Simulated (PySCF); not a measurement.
**Al (aluminium, neutral): UHF calculation**

Configuration: [Ne] 3s2 3p1, 2P determinant. All numbers are calculated (PySCF 2.14, scalar relativity by spin-free X2C-1e, in x2c-TZVPall).

```
Total energy                                                  : -242.310065 hartree
One-electron energy                                           : -337.2421 hartree
Hartree (Coulomb) energy                                      : 113.0769 hartree
Exchange energy                                               : -18.1448 hartree
⟨S²⟩                                                          : 0.7698
⟨L²⟩                                                          : 2.060
Sum of ⟨r⟩                                                    : 13.66 bohr
Sum of ⟨r²⟩                                                   : 32.94 bohr²
Traceless quadrupole moment −½Σ⟨3z² − r²⟩ along its main axis : -5.60 e·bohr²
Langevin diamagnetic susceptibility                           : -26.1 ×10⁻⁶ cm³/mol
Time after the integrals                                      : 0.12 s of wall time on 1 thread of Neoverse-V1 (shared host)
```

| shell | electrons | mean orbital energy (eV) | spread (eV) | rms radius, mean of both spins (bohr) |
| --- | --- | --- | --- | --- |
| 1s α | 1 | -1595.1 | 0 | 0.139 |
| 1s β | 1 | -1595.0 | 0 | 0.139 |
| 2s α | 1 | -134.09 | 0 | 0.676 |
| 2s β | 1 | -134.00 | 0 | 0.676 |
| 2p α | 3 | -87.566 | 0.199 | 0.674 |
| 2p β | 3 | -87.370 | 0.252 | 0.674 |
| 3s α | 1 | -11.594 | 0 | 2.81 |
| 3s β | 1 | -9.905 | 0 | 2.81 |
| 3p α | 1 | -5.915 | 0 | 3.67 |

Densities and radii are taken from the X2C orbitals without a picture-change correction, which distorts them close to the nucleus.
